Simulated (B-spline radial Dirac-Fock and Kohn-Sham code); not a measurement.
**Neutral iron: differential elastic cross section for electrons at 8.92 keV**

These are calculated numbers from a B-spline atomic structure program; the model is relativistic (Dirac) partial waves in the static field of the Dirac-Fock atom with Furness-McCarthy exchange, without polarisation or absorption potentials.

| θ (°) | dσ/dΩ (a₀²/sr) | Sherman function |
| --- | --- | --- |
| 5 | 12.1 | 0.000 |
| 10 | 1.90 | 0.000 |
| 15 | 0.518 | 0.001 |
| 20 | 0.204 | 0.001 |
| 25 | 0.0983 | 0.002 |
| 30 | 0.0537 | 0.002 |
| 35 | 0.0324 | 0.001 |
| 40 | 0.0211 | 0.000 |
| 45 | 0.0145 | -0.002 |
| 50 | 0.0104 | -0.004 |
| 55 | 0.00776 | -0.007 |
| 60 | 0.00594 | -0.011 |
| 65 | 0.00466 | -0.014 |
| 70 | 0.00373 | -0.018 |
| 75 | 0.00304 | -0.022 |
| 80 | 0.00252 | -0.026 |
| 85 | 0.00212 | -0.029 |
| 90 | 0.00182 | -0.033 |
| 95 | 0.00157 | -0.035 |
| 100 | 0.00138 | -0.038 |
| 105 | 0.00122 | -0.039 |
| 110 | 0.00109 | -0.040 |
| 115 | 0.000989 | -0.041 |
| 120 | 0.000903 | -0.041 |
| 125 | 0.000832 | -0.040 |
| 130 | 0.000773 | -0.039 |
| 135 | 0.000725 | -0.036 |
| 140 | 0.000684 | -0.034 |
| 145 | 0.000651 | -0.031 |
| 150 | 0.000624 | -0.027 |
| 155 | 0.000602 | -0.023 |
| 160 | 0.000585 | -0.019 |
| 165 | 0.000572 | -0.015 |
| 170 | 0.000563 | -0.010 |
| 175 | 0.000558 | -0.005 |

The total elastic cross section is 1.52 a₀², the first transport cross section 0.0389 a₀² and the second, weighted with (3/2) sin²θ, 0.0843 a₀². The mean deflection is ⟨1 − cos θ⟩ = 0.0256, and 0.41 % of the collisions scatter beyond 90°.

Phase shifts modulo π (rad) for κ = −1 to −5: -0.233, -1.111, 1.544, 1.234, 1.019.
